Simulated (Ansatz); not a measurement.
The cluster YO2H, 4 atoms. Hardware: 4 threads of AMD EPYC 7B13 on a shared host.

In the def2 sets Y takes a core potential; there is no spin–orbit coupling. Correlated methods freeze 2 core orbitals; core or outer-core shells of Y are correlated, in sets that lack core-valence functions. In CCSD on the charge 1 doublet the largest single amplitude is 0.29, so its Hartree–Fock determinant may place the open shell otherwise than the density functionals do.

Task: How many basis functions does each of these Ansatz runs have, and roughly what does it cost? CCSD(T)/def2-TZVPP, charge 1 doublet at the geometry of the charge 0 singlet, energy, from earlier orbitals; r2SCAN0-D4/def2-TZVP, charge 0 singlet, energy and forces, from earlier orbitals; RPA@PBE/def2-TZVP, charge 0 singlet, energy, from earlier orbitals; r2SCAN-D4/def2-TZVP, charge 0 singlet, energy, from earlier orbitals; PBE0-D4/def2-TZVPD, charge -1 doublet at the geometry of the charge 0 singlet, energy; LC-ωPBE (ω = 0.20 bohr⁻¹)/def2-TZVP, charge -1 doublet at the geometry of the charge 0 singlet, energy, from earlier orbitals; LC-ωPBE (ω = 0.10 bohr⁻¹)/def2-TZVP, charge 0 singlet, energy, from earlier orbitals; LC-ωPBE (ω = 0.10 bohr⁻¹)/def2-TZVP, charge -1 doublet at the geometry of the charge 0 singlet, energy, from earlier orbitals; r2SCAN-D4/def2-TZVP, charge 0 triplet at the geometry of the charge 0 singlet, energy, from earlier orbitals; PBE0-D4/def2-TZVP, charge 1 doublet at the geometry of the charge 0 singlet, energy; PBE0-D4/def2-TZVPD, charge 0 singlet, energy, from earlier orbitals; B3LYP-D4/def2-TZVP, charge 0 singlet, energy, from earlier orbitals.

Result: Other jobs shared the machine, so times can vary by a factor of up to 3. A dash marks memory too small to be measured apart from the calling script's.

```
                                                                                                                          run  functions  fitting or Cholesky vectors  wall time  peak host memory (GiB)
                                                          B3LYP-D4/def2-TZVP, charge 0 singlet, energy, from earlier orbitals        108                          713      0.7 s                       –
                                                          PBE0-D4/def2-TZVPD, charge 0 singlet, energy, from earlier orbitals        129                          801     0.85 s                       –
                                         LC-ωPBE (ω = 0.10 bohr⁻¹)/def2-TZVP, charge 0 singlet, energy, from earlier orbitals        108                          682     0.95 s                       –
                                                         r2SCAN-D4/def2-TZVP, charge 0 singlet, energy, from earlier orbitals        108                          682      1.1 s                       –
                                                           RPA@PBE/def2-TZVP, charge 0 singlet, energy, from earlier orbitals        108                          816      1.1 s                       –
                                             r2SCAN0-D4/def2-TZVP, charge 0 singlet, energy and forces, from earlier orbitals        108                          728      1.4 s                       –
                                        PBE0-D4/def2-TZVPD, charge -1 doublet at the geometry of the charge 0 singlet, energy        129                          801      1.6 s                       –
LC-ωPBE (ω = 0.20 bohr⁻¹)/def2-TZVP, charge -1 doublet at the geometry of the charge 0 singlet, energy, from earlier orbitals        108                          682      1.6 s                       –
LC-ωPBE (ω = 0.10 bohr⁻¹)/def2-TZVP, charge -1 doublet at the geometry of the charge 0 singlet, energy, from earlier orbitals        108                          682      1.7 s                       –
                 r2SCAN-D4/def2-TZVP, charge 0 triplet at the geometry of the charge 0 singlet, energy, from earlier orbitals        108                          682      2.7 s                       –
                                          PBE0-D4/def2-TZVP, charge 1 doublet at the geometry of the charge 0 singlet, energy        108                          728      3.8 s                       –
                  CCSD(T)/def2-TZVPP, charge 1 doublet at the geometry of the charge 0 singlet, energy, from earlier orbitals        132                          868       32 s                     1.9
```
